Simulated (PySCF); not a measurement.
## Chromium: a sound run and one with changed settings

Sound run: Cr+ [Ar] 3d5, Cr(2+) [Ar] 3d4. Computed with PySCF 2.14 in x2c-TZVPall (6s5p4d1f, 48 functions), with the spin-free X2C one-electron Hamiltonian (Gaussian nucleus). The sound run starts from symmetry-adapted Hartree-Fock orbitals and uses a fine grid where one is needed.

Changed run: 26 angular points. This setting is unsound on purpose.

```
species  method  sound run (hartree)  changed run (hartree)  converged
    Cr+     UHF          -1049.42242            -1049.42242        yes
    Cr+  r2SCAN          -1050.47733            -1050.47733        yes
    Cr+     LDA          -1048.18258            -1048.18258        yes
 Cr(2+)     UHF          -1048.86994            -1048.86994        yes
 Cr(2+)  r2SCAN          -1049.85700            -1049.87972        yes
 Cr(2+)     LDA          -1047.53894            -1047.55304        yes
```

Ionisation energy of Cr+:

```csv
method,sound run (eV),changed run (eV)
UHF,15.034,15.034
r2SCAN,16.880,16.262
LDA,17.514,17.131
```

A coarse angular grid integrates products of high-l functions wrongly, so density functionals can shift, and the SCF can exploit the error; Hartree-Fock and MP2 need no grid.

For comparison, NIST gives 16.486 eV between the lowest levels.
